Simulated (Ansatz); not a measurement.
Basis sets compared for `C#CCCCCCCCCCC=C`. Total charge 0; singlet. Geometry PBE-D4/def2-SVP. Ansatz on 4 threads of Arm Neoverse V2 on a shared host; times are rough, and most runs start from earlier orbitals.

```xyz
35

C     1.1583   -2.0911   -1.2204
C     1.9076   -1.1522   -1.4557
C     2.7518    0.0153   -1.7034
C     2.1131    1.0827   -2.6272
C     0.6597    1.4340   -2.2853
C     0.4142    1.8274   -0.8259
C    -1.0683    2.0433   -0.5041
C    -1.3893    2.1651    0.9939
C    -0.9309    0.9780    1.8590
C    -1.4125   -0.3941    1.3758
C    -0.9501   -1.5495    2.2800
C    -1.4271   -2.8959    1.8158
C    -0.6396   -3.9381    1.4929
H     0.4978   -2.9174   -0.9943
H     3.0032    0.4731   -0.7211
H     3.7234   -0.3105   -2.1344
H     2.7535    1.9901   -2.5804
H     2.1578    0.7236   -3.6769
H     0.0218    0.5529   -2.5173
H     0.3154    2.2464   -2.9622
H     0.9989    2.7388   -0.5639
H     0.8038    1.0175   -0.1741
H    -1.4394    2.9486   -1.0328
H    -1.6478    1.1961   -0.9337
H    -0.9316    3.0954    1.3974
H    -2.4880    2.2956    1.1094
H    -1.2785    1.1413    2.9031
H     0.1802    0.9638    1.9214
H    -2.5242   -0.3969    1.3051
H    -1.0395   -0.5887    0.3475
H     0.1596   -1.5483    2.3473
H    -1.3273   -1.3657    3.3133
H    -2.5249   -3.0120    1.7266
H    -1.0612   -4.8986    1.1564
H     0.4600   -3.8701    1.5680
```

Binding counts from free atoms (C triplet, H doublet) in the same basis, without a counterpoise term.

| level | functions | energy (Eh) | HOMO (eV) | LUMO (eV) | binding per atom (eV) | wall time |
| --- | --- | --- | --- | --- | --- | --- |
| HF/STO-3G | 87 | -498.9944 | -8.13 | 8.63 | 4.00 | 0.95 s |
| HF/6-31G | 161 | -504.8004 | -9.56 | 4.66 | 3.13 | 3.2 s |
| PBE-D4/def2-SVP | 292 | -507.4952 | -6.08 | -0.65 | 4.48 | 6.5 s |
| PBE0-D4/def2-SVP | 292 | -507.5842 | -7.25 | 0.38 | 4.42 | 14 s |

Question: Estimate the rows for PBE-D4/def2-TZVP (with forces), PBE0-D4/def2-TZVP.

Answer: 
```csv
level,functions,energy (Eh),HOMO (eV),LUMO (eV),binding per atom (eV),wall time
PBE-D4/def2-TZVP (with forces),535,-508.0368,-6.16,-0.84,4.43,19 s
PBE0-D4/def2-TZVP,535,-508.1140,-7.28,0.18,4.37,36 s
```
